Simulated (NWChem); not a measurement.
System: CH6BeSi; SMILES [CH3][Be][SiH3]

NWChem input:

```
start job
memory heap 200 mb stack 900 mb global 1100 mb
geometry units angstroms noautosym nocenter noautoz
  Be     0.000000     0.000000     0.746483
  C      0.000000     0.000000     2.425756
  H      0.435112    -0.920666     2.840836
  H     -1.014876     0.083515     2.840836
  H      0.579764     0.837151     2.840836
  Si     0.000000     0.000000    -1.443773
  H     -1.328421     0.372912    -2.021823
  H      0.341260    -1.336902    -2.021823
  H      0.987162     0.963991    -2.021823
end
basis spherical
  * library pcsseg-1
end
dft
  xc xpbe96 cpbe96
  iterations 150
end
property
  shielding 5 1 2 3 6 7
end
task dft property
```

Output (shortened):

```
             Northwest Computational Chemistry Package (NWChem) 7.3.0
             --------------------------------------------------------

                             Geometry "geometry" -> ""
                             -------------------------

 Output coordinates in angstroms (scale by  1.889725989 to convert to a.u.)

  No.       Tag          Charge          X              Y              Z
 ---- ---------------- ---------- -------------- -------------- --------------
    1 Be                   4.0000     0.00000000     0.00000000     0.74648300
    2 C                    6.0000     0.00000000     0.00000000     2.42575600
    3 H                    1.0000     0.43511200    -0.92066600     2.84083600
    4 H                    1.0000    -1.01487600     0.08351500     2.84083600
    5 H                    1.0000     0.57976400     0.83715100     2.84083600
    6 Si                  14.0000     0.00000000     0.00000000    -1.44377300
    7 H                    1.0000    -1.32842100     0.37291200    -2.02182300
    8 H                    1.0000     0.34126000    -1.33690200    -2.02182300
    9 H                    1.0000     0.98716200     0.96399100    -2.02182300

 Effective nuclear repulsion energy (a.u.)      70.4612136778

  pbe96 is a nonlocal functional; adding pw91lda local functional.
                              NWChem Property Module
                              ----------------------

  itol2e modified to match energy
  convergence criterion.

                                 NWChem DFT Module
                                 -----------------

 Summary of "ao basis" -> "ao basis" (spherical)
 ------------------------------------------------------------------------------
       Tag                 Description            Shells   Functions and Types
 ---------------- ------------------------------  ------  ---------------------
 Be                         pcsseg-1                 6       12   3s3p
 C                          pcsseg-1                 7       17   3s3p1d
 H                          pcsseg-1                 3        5   2s1p
 Si                         pcsseg-1                10       24   4s5p1d

  itol2e modified to match energy
  convergence criterion.

            General Information
            -------------------
          SCF calculation type: DFT
          Wavefunction type:  closed shell.
          No. of atoms     :     9
          No. of electrons :    30
           Alpha electrons :    15
            Beta electrons :    15
          Charge           :     0
          Spin multiplicity:     1
          Use of symmetry is: off; symmetry adaption is: off
          Maximum number of iterations: 150
          AO basis - number of functions:    83
                     number of shells:    41
          Convergence on energy requested:  1.00D-07
          Convergence on density requested:  1.00D-05
          Convergence on gradient requested:  5.00D-04

              XC Information
              --------------
          PerdewBurkeErnzerhof Exchange Functional  1.000
            Perdew 1991 LDA Correlation Functional  1.000 local
           PerdewBurkeErnz. Correlation Functional  1.000 non-local

             Grid Information
             ----------------
          Grid used for XC integration:  fine
          Radial quadrature: Mura-Knowles
          Angular quadrature: Lebedev.
          Tag              B.-S. Rad. Rad. Pts. Rad. Cut. Ang. Pts.
          ---              ---------- --------- --------- ---------
          Be                  1.05       70          10.0       590
          C                   0.70       70          12.0       590
          H                   0.35       60          13.0       590
          Si                  1.10      123          12.0       770
          Grid pruning is: on
          Number of quadrature shells:   623
          Spatial weights used:  Erf1

      Superposition of Atomic Density Guess
      -------------------------------------

 Sum of atomic energies:        -344.02262346

      Non-variational initial energy
      ------------------------------

 Total energy =    -345.181137
 1-e energy   =    -612.014466
 2-e energy   =     196.372115
 HOMO         =      -0.301200
 LUMO         =       0.024510

   convergence    iter        energy       DeltaE   RMS-Dens  Diis-err
 ---------------- ----- ----------------- --------- --------- ---------
 d= 0,ls=0.0,diis     1   -345.6235486604 -4.16D+02  9.15D-03  4.62D-01
 d= 0,ls=0.0,diis     2   -345.6358667866 -1.23D-02  6.19D-03  1.84D-01
 d= 0,ls=0.0,diis     3   -345.6500872653 -1.42D-02  2.11D-03  1.02D-01
 d= 0,ls=0.0,diis     4   -345.6633117260 -1.32D-02  5.68D-04  8.84D-04
 d= 0,ls=0.0,diis     5   -345.6634887882 -1.77D-04  8.68D-05  8.06D-05
  Resetting Diis
 d= 0,ls=0.0,diis     6   -345.6634987695 -9.98D-06  9.43D-06  4.42D-07
 d= 0,ls=0.0,diis     7   -345.6634988366 -6.71D-08  5.09D-06  2.18D-08

         Total DFT energy =     -345.663498836592
      One electron energy =     -615.462109873159
           Coulomb energy =      230.476495067785
    Exchange-Corr. energy =      -31.139097709035
 Nuclear repulsion energy =       70.461213677817

 Numeric. integr. density =       30.000000550894

                       DFT Final Molecular Orbital Analysis
                       ------------------------------------

 Vector   13  Occ=2.000000D+00  E=-2.992806D-01
              MO Center=  2.8D-01,  3.5D-01, -1.8D+00, r^2= 2.3D+00
   Bfn.  Coefficient  Atom+Function         Bfn.  Coefficient  Atom+Function
  ----- ------------  ---------------      ----- ------------  ---------------
    79      0.383369  9 H  s                 58      0.257306  6 Si px
    59      0.220478  6 Si py                69     -0.213312  7 H  s
    80      0.204464  9 H  s                 74     -0.170057  8 H  s
    61      0.126516  6 Si px                70     -0.113760  7 H  s
    62      0.108404  6 Si py                75     -0.090705  8 H  s

 Vector   14  Occ=2.000000D+00  E=-2.852041D-01
              MO Center=  1.1D-07,  2.8D-07,  1.4D+00, r^2= 3.0D+00
   Bfn.  Coefficient  Atom+Function         Bfn.  Coefficient  Atom+Function
  ----- ------------  ---------------      ----- ------------  ---------------
     2      0.308724  1 Be s                 21     -0.295343  2 C  pz
    24     -0.267026  2 C  pz                 1     -0.184960  1 Be s
    60      0.163268  6 Si pz                18     -0.144026  2 C  pz
     3      0.130796  1 Be s                 15      0.124233  2 C  s
    30     -0.104640  3 H  s                 35     -0.104640  4 H  s

 Vector   15  Occ=2.000000D+00  E=-2.423814D-01
              MO Center=  1.1D-07,  1.1D-07, -6.1D-02, r^2= 3.8D+00
   Bfn.  Coefficient  Atom+Function         Bfn.  Coefficient  Atom+Function
  ----- ------------  ---------------      ----- ------------  ---------------
    60      0.340905  6 Si pz                 9     -0.257878  1 Be pz
    63      0.201807  6 Si pz                21      0.198875  2 C  pz
    24      0.178892  2 C  pz                12     -0.142627  1 Be pz
    48      0.132193  6 Si s                  2      0.131158  1 Be s
    15     -0.119083  2 C  s                 69     -0.114472  7 H  s

 Vector   16  Occ=0.000000D+00  E=-6.280458D-02
              MO Center=  1.3D-03,  2.8D-03,  2.6D-01, r^2= 4.0D+00
   Bfn.  Coefficient  Atom+Function         Bfn.  Coefficient  Atom+Function
  ----- ------------  ---------------      ----- ------------  ---------------
    11      0.517667  1 Be py                75      0.435115  8 H  s
    10     -0.366454  1 Be px                70     -0.360575  7 H  s
    62      0.325639  6 Si py                 8      0.268472  1 Be py
    61     -0.228454  6 Si px                31      0.213436  3 H  s
     7     -0.189782  1 Be px                74      0.157351  8 H  s

 Vector   17  Occ=0.000000D+00  E=-6.280452D-02
              MO Center= -1.3D-03, -2.8D-03,  2.6D-01, r^2= 4.0D+00
   Bfn.  Coefficient  Atom+Function         Bfn.  Coefficient  Atom+Function
  ----- ------------  ---------------      ----- ------------  ---------------
    10      0.517667  1 Be px                80     -0.459392  9 H  s
    11      0.366453  1 Be py                61      0.325639  6 Si px
    70      0.294249  7 H  s                  7      0.268472  1 Be px
    62      0.228454  6 Si py                41     -0.205082  5 H  s
     8      0.189783  1 Be py                79     -0.166374  9 H  s

 Vector   18  Occ=0.000000D+00  E=-6.230755D-04
              MO Center=  6.2D-07,  7.5D-07,  7.3D-01, r^2= 7.7D+00
   Bfn.  Coefficient  Atom+Function         Bfn.  Coefficient  Atom+Function
  ----- ------------  ---------------      ----- ------------  ---------------
    48      1.997300  6 Si s                  3     -1.754262  1 Be s
    15      0.867168  2 C  s                 12      0.820754  1 Be pz
    63      0.694491  6 Si pz                70     -0.403268  7 H  s
    75     -0.403266  8 H  s                 80     -0.403270  9 H  s
    31     -0.380706  3 H  s                 36     -0.380705  4 H  s

     Multipole analysis of the density
     ---------------------------------

     L   x y z        total         alpha         beta         nuclear
     -   - - -        -----         -----         ----         -------
     0   0 0 0     -0.000000    -15.000000    -15.000000     30.000000

     1   1 0 0     -0.000000     -0.000001     -0.000001      0.000002
     1   0 1 0     -0.000001     -0.000001     -0.000001      0.000002
     1   0 0 1      0.486311      0.446598      0.446598     -0.406886

     2   2 0 0    -21.252984    -18.502602    -18.502602     15.752220
     2   1 1 0     -0.000000      0.000000      0.000000     -0.000001
     2   1 0 1      0.000001      0.000004      0.000004     -0.000007
     2   0 2 0    -21.252985    -18.502602    -18.502602     15.752220
     2   0 1 1     -0.000000      0.000004      0.000004     -0.000007
     2   0 0 2    -24.966723   -196.735602   -196.735602    368.504481

          -----------------------------------------
          Chemical Shielding Tensors (GIAO, in ppm)
          -----------------------------------------

                                NWChem CPHF Module
                                ------------------

  scftype          =     RHF
  nclosed          =       15
  nopen            =        0
  variables        =     1020
  # of vectors     =        3
  tolerance        = 0.10D-03
  level shift      = 0.00D+00
  max iterations   =       50
  max subspace     =       30

 SCF residual:    2.1632944471585298E-004

Iterative solution of linear equations
  No. of variables     1020
  No. of equations        3
  Maximum subspace       30
        Iterations       50
       Convergence  1.0D-04

   iter   nsub   residual    time
   ----  ------  --------  ---------
     1      3    1.38D-04      28.1
     2      6    1.63D-08      31.5

      Atom:    1  Be
        Diamagnetic
    135.8465     -0.0000      0.0000
     -0.0000    135.8465     -0.0000
      0.0000     -0.0000    159.7742

        Paramagnetic
   -116.2499     -0.0000      0.0000
     -0.0000   -116.2499      0.0000
      0.0000      0.0000     -4.8339

        Total Shielding Tensor
     19.5966     -0.0000      0.0000
     -0.0000     19.5966      0.0000
      0.0000      0.0000    154.9402

           isotropic =      64.7111
          anisotropy =     135.3436

          Principal Components and Axis System
                 1           2           3
              154.9402     19.5966     19.5966

      1         0.0000     -0.5338      0.8456
      2         0.0000      0.8456      0.5338
      3         1.0000     -0.0000     -0.0000

      Atom:    2  C
        Diamagnetic
    251.7846      0.0000     -0.0000
      0.0000    251.7845     -0.0000
     -0.0000     -0.0000    256.6228

        Paramagnetic
    -75.9267     -0.0000      0.0000
     -0.0000    -75.9267      0.0000
      0.0000      0.0000    -55.1205

        Total Shielding Tensor
    175.8578     -0.0000      0.0000
     -0.0000    175.8579      0.0000
      0.0000      0.0000    201.5023

           isotropic =     184.4060
          anisotropy =      25.6445

          Principal Components and Axis System
                 1           2           3
              201.5023    175.8579    175.8578

      1         0.0000     -0.6760      0.7369
      2         0.0000      0.7369      0.6760
      3         1.0000     -0.0000     -0.0000

      Atom:    3  H
        Diamagnetic
     26.7312     -4.6436      2.5280
     -4.6436     34.3614     -5.3484
      2.5280     -5.3484     29.2539

        Paramagnetic
      3.2513      2.0062     -1.0233
      2.0062     -0.0260      2.1718
     -1.0233      2.1718      1.4790

        Total Shielding Tensor
     29.9826     -2.6374      1.5048
     -2.6374     34.3354     -3.1766
      1.5048     -3.1766     30.7329

           isotropic =      31.6837
          anisotropy =       8.6117

          Principal Components and Axis System
                 1           2           3
               37.4248     28.8869     28.7393

      1        -0.3778     -0.1607      0.9118
      2         0.8007      0.4379      0.4089
      3        -0.4650      0.8845     -0.0367

      Atom:    4  Si
        Diamagnetic
    881.5477      0.0000      0.0000
      0.0000    881.5477     -0.0000
      0.0000     -0.0000    883.2846

        Paramagnetic
   -388.6144      0.0001      0.0001
      0.0001   -388.6145      0.0001
      0.0001      0.0001   -405.3997

        Total Shielding Tensor
    492.9332      0.0001      0.0001
      0.0001    492.9332      0.0001
      0.0001      0.0001    477.8849

           isotropic =     487.9171
          anisotropy =       7.5243

          Principal Components and Axis System
                 1           2           3
              492.9333    492.9331    477.8849

      1         0.8271     -0.5620     -0.0000
      2         0.5620      0.8271     -0.0000
      3         0.0000      0.0000      1.0000

      Atom:    5  H
        Diamagnetic
     33.7126     -2.7928      4.9812
     -2.7928     24.5456     -1.3988
      4.9812     -1.3988     27.4111

        Paramagnetic
     -2.1900      1.1864     -2.1523
      1.1864      1.6908      0.6025
     -2.1523      0.6025      0.0041

        Total Shielding Tensor
     31.5226     -1.6064      2.8289
     -1.6064     26.2364     -0.7962
      2.8289     -0.7962     27.4152

           isotropic =      28.3914
          anisotropy =       7.5317

          Principal Components and Axis System
                 1           2           3
               33.4125     25.9752     25.7864

      1         0.8647     -0.4286      0.2621
      2        -0.2424      0.1010      0.9649
      3         0.4400      0.8978      0.0165
```

Level: PBE/pcSseg-1, GIAO. Geometry: optimised at B3LYP/6-31G* (spherical d). The output numbers the shielded atoms by their place in the input's list. The printed shielding anisotropy is the first printed principal value minus the mean of the other two.
